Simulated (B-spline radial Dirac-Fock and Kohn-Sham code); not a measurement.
# Electron momentum distribution of Pm¹²⁺: Compton profiles

System: Pm¹²⁺, 1s2 2s2 2p6 3s2 3p6 3d10 4s2 4p6 4d10 4f1 5s2.

These are calculated numbers from an atomic code on a B-spline grid; the model is the impulse approximation on configuration-average Dirac-Fock orbitals. pz is in atomic units of momentum; subshell profiles are per electron, for a selection of subshells; open shells are spread over both j values by their weights.

```tsv
pz	J total	J 3p3/2	J 4d3/2	J 5s1/2
0.68	4.246	0.0639	0.111	0.271
0.93	4.031	0.0639	0.111	0.187
1.3	3.746	0.0638	0.110	0.0962
1.8	3.454	0.0635	0.108	0.0511
2.4	3.112	0.0625	0.100	0.0476
3.3	2.465	0.0595	0.0782	0.0289
4.6	1.650	0.0515	0.0397	0.00680
6.3	1.093	0.0367	0.0112	0.00518
8.6	0.7388	0.0179	0.00349	0.00202
12	0.4379	0.00477	0.00309	0.000463
16	0.2473	0.00239	0.00174	0.000391
22	0.1184	0.00214	0.000485	0.000111
31	0.04818	0.000976	6.99e-05	1.53e-05
43	0.01899	0.000247	7.32e-06	1.27e-05
```

**Question.** What is the peak value J(0), and which subshell contributes most to it?

**Answer.** J(0) = 4.599. The 5s1/2 subshell gives the largest part, 18 %.

Mean momentum ⟨p⟩ by subshell (a.u.): 1s1/2 58.8, 2s1/2 20.9, 2p1/2 27.8, 2p3/2 25.8, 3s1/2 10.4, 3p1/2 12.5, 3p3/2 11.9, 3d3/2 14.2, 3d5/2 14.0, 4s1/2 5.36, 4p1/2 5.96, 4p3/2 5.73, 4d3/2 6.23, 4d5/2 6.15, 4f5/2 6.15, 4f7/2 6.12, 5s1/2 2.80.
